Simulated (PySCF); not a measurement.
## How the method changes the constants of CaH

State: ²Σ⁺ (doublet), unpaired electrons σ ↑. Set-up: Ca def2-SVPD, H def2-SVPD; no relativity (PySCF 2.14). De refers to Ca + H in their ground configurations, without counterpoise correction. The functionals are run spin-unrestricted. A positive dipole means Ca(−)H(+).

```tsv
Level	Re (Å)	ωe (cm⁻¹)	De (eV)	μ (D)
UHF	2.050	1297	1.50	-2.25
UHF-MP2	2.023	1284	1.51	n/a
UHF-SCS-MP2	2.027	1281	1.57	n/a
UHF-CCSD	2.034	1246	1.62	n/a
UHF-CCSD(T)	2.033	1242	1.61	n/a
LDA	1.966	1298	2.16	-2.48
PBE	1.982	1285	1.94	-2.36
revPBE	1.989	1276	1.97	-2.29
BP86	1.982	1285	2.08	-2.55
r²SCAN	1.985	1310	2.18	-2.51
PBE0	1.986	1310	1.90	-2.33
```

Q: Which functional lies closest to UHF-CCSD(T) in De, which farthest, and by how much do they differ from it?

A: Closest is PBE0 (-4.7 pm in Re, +5.5 % in ωe, +0.29 eV in De against UHF-CCSD(T) in the same basis), farthest r²SCAN (-4.8 pm in Re, +5.5 % in ωe, +0.57 eV in De). CCSD(T) converges more slowly with the basis than the functionals do and binds too weakly in this one, so the order can change at the basis-set limit.

Q: What does the step from GGA to meta-GGA do here, going from PBE to r²SCAN?

A: r²SCAN less PBE: +0.3 pm in Re, +1.9 % in ωe, +0.24 eV in De. 

Q: What does second-order correlation do here, going from UHF to UHF-MP2?

A: UHF-MP2 less UHF: -2.7 pm in Re, -1.0 % in ωe, +0.01 eV in De. Correlation nearly always deepens the well. The bond shortens, as in weak, metallic or heavy-atom bonds, where dispersion and the correlation of outer-core electrons pull the atoms together.

Correlated steps freeze 5 core orbitals. Correlated levels converge slowly with the basis: in double zeta they bind strong bonds too weakly, by up to about 1 eV, and carry superposition errors of some tenths. The state is the lowest determinant that a PBE0 search found; another state may lie lower at other levels.

The whole job (state search and all levels along the bond) took about 0.86 min on 1 thread of Arm Neoverse V1 (shared host), peak memory 0.4 GiB.
